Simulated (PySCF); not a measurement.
Stationary points of PmH3

Method: PBE0 in PySCF with Pm lcecp-1-TZVP with ECP50, H def2-TZVP; scalar-relativistic core potentials, no spin–orbit coupling; density-fitted integrals.

Relaxations began from a few typed shapes. The search is not exhaustive: other isomers or separated fragments can lie lower, and high-lying points may rest on an excited occupation.

```json
{"spin": "valence singlet (4f shell in the core)", "group": "C3v", "bonds": "Pm–H 2.048 Å (×3)", "angles": "H–Pm–H 111.2° (×3)", "imaginary modes (cm⁻¹)": "none", "ΔE (kJ/mol)": "0.0", "ΔE with ZPE (kJ/mol)": "0.0"}
{"spin": "valence singlet (4f shell in the core)", "group": "D3h", "bonds": "Pm–H 2.063 Å (×3)", "angles": "H–Pm–H 120.0° (×3)", "imaginary modes (cm⁻¹)": "259i", "ΔE (kJ/mol)": "6.4", "ΔE with ZPE (kJ/mol)": "–"}
```

The lowest minimum found is the valence singlet (4f shell in the core) C3v: Pm–H 2.048 Å (×3); H–Pm–H 111.2° (×3).

For the lowest minimum: the 4f shell sits in the core potential, so its spin is not counted.
